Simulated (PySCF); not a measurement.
Correlation energy of Pb²⁺ (lead, charge +2)

[Xe] 4f14 5d10 6s1 6d1, high-spin 3D determinant (an excited configuration). All numbers are calculated (PySCF 2.14, a scalar-relativistic core potential, in aug-cc-pwCVDZ-PP with ECP60MDF (6s5p4d1f, 48 functions)). Frozen: 5s2 5p6 5d10; 2 electrons correlated.

With two correlated electrons CCSD is exact within the correlated space (frozen core and kept virtual orbitals).

```csv
level,correlation energy (mhartree)
CCSD,-2.44
```

Diagnostics: T1 = 0.00075, D1 = 0.0014, largest double amplitude 0.029.

Spin-orbit coupling, absent here, splits the open shell strongly. The outer electron is Rydberg-like, and this basis confines it to a smaller radius and binds it less than a complete one would.

Cost of the coupled-cluster step: about 0.4 core-seconds, for 2 correlated electrons.

Iterations:

```
CC2 = 0
CCSD nocc = (np.int64(2), np.int64(0)), nmo = (39, 39)
frozen orbitals [[0, 1, 2, 3, 4, 5, 6, 7, 8], [0, 1, 2, 3, 4, 5, 6, 7, 8]]
max_cycle = 100
direct = 0
conv_tol = 1e-08
conv_tol_normt = 1e-06
diis_space = 8
diis_start_cycle = 0
Init t2, MP2 energy = -0.0014994870251178
Init E_corr(UCCSD) = -0.00149948702646551
cycle = 1  E_corr(UCCSD) = -0.00203167568238876  dE = -0.000532188656  norm(t1,t2) = 0.0146924
cycle = 2  E_corr(UCCSD) = -0.00225119695154398  dE = -0.000219521269  norm(t1,t2) = 0.00682305
cycle = 3  E_corr(UCCSD) = -0.0024372022397787  dE = -0.000186005288  norm(t1,t2) = 0.0032854
cycle = 4  E_corr(UCCSD) = -0.00243579840523688  dE = 1.40383454e-06  norm(t1,t2) = 0.000212483
cycle = 5  E_corr(UCCSD) = -0.00243594097742885  dE = -1.42572192e-07  norm(t1,t2) = 1.85123e-05
cycle = 6  E_corr(UCCSD) = -0.00243589188526722  dE = 4.90921616e-08  norm(t1,t2) = 1.8808e-06
cycle = 7  E_corr(UCCSD) = -0.00243590083240757  dE = -8.94714036e-09  norm(t1,t2) = 1.9836e-07
UCCSD converged
E(UCCSD) = -190.4489394819184  E_corr = -0.002435900832407574
```
